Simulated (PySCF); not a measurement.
Isomers of C3H11NSSi2. Level of theory: PySCF, TDDFT CAM-B3LYP/def2-SVPD, vertical, gas phase, core orbitals frozen in the response. Geometries: GFN2-xTB; one conformer of each isolated species. Triplets are in the Tamm–Dancoff approximation.

A. `CS[Si@@H]1CC[SiH2]N1`
B. `C=C([SiH2][SiH2]N)SC`
C. `[Si@H](S)(CC=C)N[SiH3]`

Lowest singlet levels (six at most, fewer where fewer were computed) with oscillator strengths:

1. 5.34 eV (f 0.093); 5.57 eV (f 0.002); 5.69 eV (f 0.071); 5.85 eV (f 0.004); 5.91 eV (f 0.008); 6.36 eV (f 0.005); T1 3.67 eV
2. 5.60 eV (f 0.002); 6.27 eV (f 0.018); 6.47 eV (f 0.038); 6.59 eV (f 0.004); 6.86 eV (f 0.015); 6.94 eV (f 0.023); T1 5.23 eV
3. 6.32 eV (f 0.008); 6.35 eV (f 0.011); 6.56 eV (f 0.037); 6.72 eV (f 0.143); 6.87 eV (f 0.043); 7.03 eV (f 0.048); T1 4.33 eV

Question: Which spectrum belongs to which structure?

Answer: 1 = B, 2 = A, 3 = C.
- A: S1 at 5.60 eV, HOMO→LUMO (60%), HOMO→LUMO+1 (11%), HOMO→LUMO+2 (11%); Löwdin shares by element: HOMO sulfur 69%, carbon 10% or more, nitrogen 8%, silicon 6% or more; LUMO sulfur 27%, carbon 11% or more, silicon 9% or more, hydrogen 9% or more (atoms not listed hold the other 44%); HOMO -7.99 and LUMO 0.94 eV.
- B: S1 at 5.34 eV, HOMO→LUMO (69%), HOMO→LUMO+1 (25%); Löwdin shares by element: HOMO sulfur 48%, carbon 44%; LUMO silicon 44%, carbon 8% or more, nitrogen 7% (atoms not listed hold the other 41%); HOMO -7.47 and LUMO 0.48 eV.
- C: S1 at 6.32 eV, HOMO-2→LUMO (19%), HOMO→LUMO+1 (16%), HOMO→LUMO (16%); Löwdin shares by element: HOMO sulfur 36%, carbon 26% or more, nitrogen 9% (atoms not listed hold the other 29%); LUMO silicon 34%, sulfur 8%, carbon 6% or more (atoms not listed hold the other 52%); HOMO -8.48 and LUMO 0.78 eV.
